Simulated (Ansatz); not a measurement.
Reaction (redistribution): `OB[O][SnH3]` + `N[SiH2]CO` → `OBCO` + `N[SiH2][O][SnH3]`

Computed with Ansatz on PBE0-D4/def2-TZVP structures; ΔE is electronic, products minus reactants. CCSD(T)/CBS adds triple-zeta CCSD(T) − MP2 to the extrapolated MP2 energy (def2 sets, frozen cores). DFT in def2-TZVPP. B3LYP here is the variant with VWN-RPA as its local correlation; programs differ in this. def2 core potentials past Kr. For Sn outer-core shells are correlated without core-valence functions, which leaves a few kJ/mol of doubt a bond. One conformer a species, not always the lowest.

`OB[O][SnH3]`:

Z-matrix (Å, degrees):
```
Sn
O 1 1.992
H 1 1.701 2 107.9
H 1 1.702 2 101.7 3 -118.5
H 1 1.701 2 107.9 3 123.0
B 2 1.339 1 121.4 3 -61.4
O 6 1.375 2 118.9 1 0.0
H 6 1.203 2 120.6 1 180.0
H 7 0.958 6 113.6 2 180.0
```

`N[SiH2]CO`:

```xyz
11

N     0.175   -1.554    0.035
Si   -0.115   -0.110   -0.877
C     0.100    1.293    0.362
O    -0.542    0.960    1.582
H    -0.387   -2.368   -0.155
H     1.121   -1.829    0.252
H    -1.518   -0.210   -1.357
H     0.795    0.087   -2.045
H     1.169    1.507    0.520
H    -0.346    2.219   -0.013
H    -0.450    0.005    1.696
```

`OBCO`:

Cartesian coordinates in Å:
```
O 1.092 0.988 0.465
B -0.084 0.353 0.698
C -0.587 -0.624 -0.409
O 0.241 -0.747 -1.547
H 1.371 1.581 1.166
H -0.697 0.546 1.714
H -0.740 -1.616 0.048
H -1.597 -0.308 -0.717
H 1.001 -0.173 -1.418
```

`N[SiH2][O][SnH3]`:

Z-matrix (Å, degrees):
```
Si
O 1 1.628
Sn 1 3.205 2 30.0
N 1 1.722 2 110.9 3 21.6
H 1 1.486 2 107.0 3 143.7
H 1 1.488 2 111.4 3 -95.2
H 3 1.704 1 99.1 2 113.3
H 3 1.705 1 92.0 2 -133.3
H 3 1.703 1 126.7 2 -13.3
H 4 1.007 1 122.0 2 86.0
H 4 1.006 1 120.3 2 -124.2
```

Is it downhill or uphill in electronic energy at CCSD(T)/CBS, and by how much? (An estimate is asked.)

Computed: Uphill: ΔE = +4.9 kJ/mol.

What do these levels give: B3LYP-D4, ωB97M-V, r2SCAN, PBE0, B3LYP, HF/def2-TZVPP, MP2/def2-TZVPP, SCS-MP2/def2-TZVPP, CCSD(T)/def2-TZVPP, HF/def2-QZVPP, MP2/def2-QZVPP, SCS-MP2/def2-QZVPP? (Estimate.)

Ansatz gave: B3LYP-D4 8.8, ωB97M-V 8.2, r2SCAN 10.4, PBE0 12.0, B3LYP 9.9, HF/def2-TZVPP -1.8, MP2/def2-TZVPP 6.8, SCS-MP2/def2-TZVPP 5.3, CCSD(T)/def2-TZVPP 8.6, HF/def2-QZVPP -3.2, MP2/def2-QZVPP 4.2, SCS-MP2/def2-QZVPP 2.9 kJ/mol.

Largest T1 diagnostic among the species: 0.014.

From PBE to PBE0 (25 % exact exchange), in def2-TZVPP and without D4, ΔE moves by −5.1 kJ/mol. In def2-TZVPP, CCSD(T) changes the Hartree–Fock value by +10.4 kJ/mol (the triples alone add +2.2 kJ/mol) and MP2 by +8.6 kJ/mol.
